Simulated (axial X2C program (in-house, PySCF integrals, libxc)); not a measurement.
# Levels of AsH⁺ by electron attachment to AsH²⁺ (EOM-EA-CCSD)

Calculated with an axial X2C code built on PySCF integrals: two-component X2C with atomic mean-field Coulomb and Gaunt terms, Gaussian nuclei, basis As dyall-acv3z, H dyall-av3z with contracted cores.

R = 1.411 Å (0.920 times 1.534 Å, the PBE0 minimum at charge 1 for the lowest determinant).

Levels of AsH⁺ obtained by attaching an electron to AsH²⁺:

```json
{"Ω": "1/2", "binding energy (eV)": "17.923", "above lowest (cm⁻¹)": "0", "attached spinor": "80% As pπ, 11% H pπ, 8% H dπ", "one-particle weight": "0.96"}
{"Ω": "3/2", "binding energy (eV)": "17.739", "above lowest (cm⁻¹)": "1486", "attached spinor": "80% As pπ, 12% H pπ, 8% H dπ", "one-particle weight": "0.96"}
{"Ω": "1/2", "binding energy (eV)": "10.354", "above lowest (cm⁻¹)": "61049", "attached spinor": "43% As dσ, 17% As pσ, 16% H pσ", "one-particle weight": "0.95"}
```

Task: What is the splitting of the first π pair in the table, and is it regular or inverted?

Result: E(3/2) − E(1/2) = 1486 − 0 = 1486 cm⁻¹ at EOM-EA-CCSD: regular, Ω = 1/2 lower. Splittings at this level can be off by ten to twenty per cent.

This point took 4.1 s on 1 thread of Intel(R) Xeon(R) Processor @ 2.30GHz (shared host).

Reference electrons by ω block (each with its −ω partner): 1/2: 11, 3/2: 4, 5/2: 1. 4 electrons of AsH²⁺ correlated (inner shells frozen), 92 natural virtual spinors (a truncated set); levels can be off by some tenths of an eV. Roots sought by Ω: (1/2: 5, 3/2: 4, 5/2: 2, 7/2: 1); the list ends where they run out and leaves out roots under 60 % one-particle weight. The solver can skip a root, and states that need a further excitation, which the method places far too high, are missing though they may lie low or lowest. T1 of the reference 0.008 (Lee–Taylor). The reference was not checked to be the lowest state of its species. Number of frozen shells: As 3 s, 2 p, 1 d; H none.
